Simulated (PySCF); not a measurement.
A structure optimised at PBE-D3(BJ)/def2-TZVPD, used in a PySCF frequency run:

```
P
H 1 1.4310
P 1 1.8883 2 180.00
```
Charge +1, spin multiplicity 1.

Write its SMILES, formula and point group.

P#[PH+], HP2, C∞v

What are its rotational constants (standard atomic weights)?

8.3095 GHz (linear rotor, B only)
